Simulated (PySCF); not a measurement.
Species: C3H5ClSeSi.
Numbering: `[Cl:1][SiH2:2][Se:3][CH:4]1[CH:5]=[CH:6]1` (hydrogens: H7, H8 on Si2; H9 on C4; H10 on C5; H11 on C6)

Method: PBE0-D3(BJ)/def2-SVP geometry optimisation, gas phase in PySCF 2.14.0.

Q: List the bond lengths, angles and torsions at this level.

A: 
```tsv
bond	length (bohr)	order
Cl1–Si2	3.939	single
Si2–Se3	4.252	single
Se3–C4	3.753	single
C4–C5, C4–C6	2.802	single
C5=C6	2.455	double
Si2–H7, Si2–H8	2.813	single
C4–H9	2.076	single
C5–H10, C6–H11	2.053	single
```

Bonds in one row agree within 0.02 bohr and their mean is given. Orders are formal, as drawn. A selection of angles:
```tsv
angle	degrees
Cl1–Si2–Se3	112.5
Cl1–Si2–H7	105.5
Cl1–Si2–H8	107.7
Se3–Si2–H7	110.9
Se3–Si2–H8	108.5
H7–Si2–H8	111.7
Si2–Se3–C4	94.5
Se3–C4–C5	121.6
Se3–C4–C6	119.8
Se3–C4–H9	109.4
C5–C4–C6	52.0
C5–C4–H9	121.9
C4–C5–C6	63.9
C4–C5–H10	144.5
C6–C5–H10	151.5
```

Torsions: Cl1–Si2–Se3–C4 68° (synclinal); Si2–Se3–C4–C5 -68° (synclinal); Se3–C4–C5–C6 -105° (anticlinal); Se3–C4–C6–C5 109° (anticlinal). The mirror-image conformer, all signs reversed, is as good.

The 3-membered ring C4–C5–C6 has internal angles of 52.0° to 64.1°. Of the pairs four or more bonds apart, Cl1···C5 is among the closest relative to their van der Waals radii: 3.53 Å, 102 % of the sum of Bondi's values. The C–C distances run from 1.299 Å (C5=C6, drawn double) to 1.484 Å (C4–C5, drawn single), a spread of 0.185 Å. Si2 (chlorine-bound silicon) is distorted tetrahedral (angles from 105.5° to 112.5°). Se3 (selenium bonded to C and Si) is bent (angle 94.5°).

Point group: C1 (no symmetry element, even within 0.4 Å). Stationary, but not proved a minimum. One conformer, not necessarily the lowest.

Hardware: one thread, Arm Neoverse V1 (aarch64), no GPU, shared host with 32 logical CPUs at a one-minute load of 24. This is the geometry optimisation.
